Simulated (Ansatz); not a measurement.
Consider the cleavage of the Si–B bond: `F[SiH2]B[SiH3]` + `OB[SiH3]` → `[SiH3]BO[SiH3]` + `B[SiH2]F`.

Gas-phase electronic energies from Ansatz, PBE0-D4/def2-TZVP geometries. CCSD(T)/CBS is the MP2 limit (def2-TZVPP, def2-QZVPP) plus CCSD(T) − MP2 in def2-TZVPP, frozen cores. DFT in def2-TZVPP. Each species was taken in one conformer, which may not be the lowest.

`F[SiH2]B[SiH3]`:

```xyz
10

F     1.629   -1.313    1.174
Si    0.721   -1.612   -0.119
B    -0.498   -0.102   -0.585
Si   -0.586    1.651    0.381
H     1.648   -1.906   -1.247
H    -0.082   -2.832    0.178
H    -1.173   -0.266   -1.562
H     0.492    2.464   -0.263
H    -0.275    1.543    1.831
H    -1.875    2.375    0.213
```

`OB[SiH3]`:

Z-matrix (Å, degrees):
```
Si
B 1 2.027
H 1 1.492 2 109.6
H 1 1.488 2 113.7 3 -121.5
H 1 1.492 2 109.6 3 117.0
O 2 1.350 1 119.4 3 121.3
H 2 1.206 1 121.4 3 -58.6
H 6 0.962 2 113.7 1 -180.0
```

`[SiH3]BO[SiH3]`:

Z-matrix (Å, degrees):
```
Si
B 1 2.031
H 1 1.489 2 113.6
H 1 1.492 2 109.7 3 -121.5
H 1 1.492 2 109.6 3 121.5
O 2 1.348 1 120.6 3 -0.2
H 2 1.209 1 120.8 3 179.8
Si 6 1.662 2 132.1 1 -180.0
H 8 1.485 6 109.9 2 0.2
H 8 1.481 6 107.8 2 120.8
H 8 1.481 6 107.8 2 -120.4
```

`B[SiH2]F`:

```xyz
7

B    -0.468    0.319   -1.062
Si    0.309   -0.213    0.702
F     0.440   -1.803    0.895
H    -0.805   -0.455   -1.906
H    -0.605    1.486   -1.289
H    -0.545    0.299    1.810
H     1.674    0.366    0.850
```

Task: Is it downhill or uphill in electronic energy at CCSD(T)/CBS, and by how much? (Estimate.)

Result: Computed: Downhill: ΔE = -89.6 kJ/mol.

Task: What do these levels give: r2SCANh, HF/def2-SVP, CCSD/def2-SVP, SCS-MP2/def2-QZVPP, HF/CBS(def2), MP2/CBS(def2)? (An estimate is asked.)

Result: Computed: r2SCANh -82.1, HF/def2-SVP -97.9, CCSD/def2-SVP -75.3, SCS-MP2/def2-QZVPP -102.6, HF/CBS(def2) -118.9, MP2/CBS(def2) -97.9 kJ/mol.

Largest T1 diagnostic among the species: 0.014.

Leaving LDA and LC-ωPBE aside and taking each functional with its dispersion term where it has one, the values, not all of them listed here, spread over 36.3 kJ/mol, from BHLYP-D4 to PBE-D4. From r2SCAN to r2SCAN0 (25 % exact exchange), in def2-TZVPP and without D4, ΔE moves by −4.6 kJ/mol. At CCSD(T), def2-SVP lies +16.8 kJ/mol from the extrapolated value and def2-TZVPP +0.9 kJ/mol.
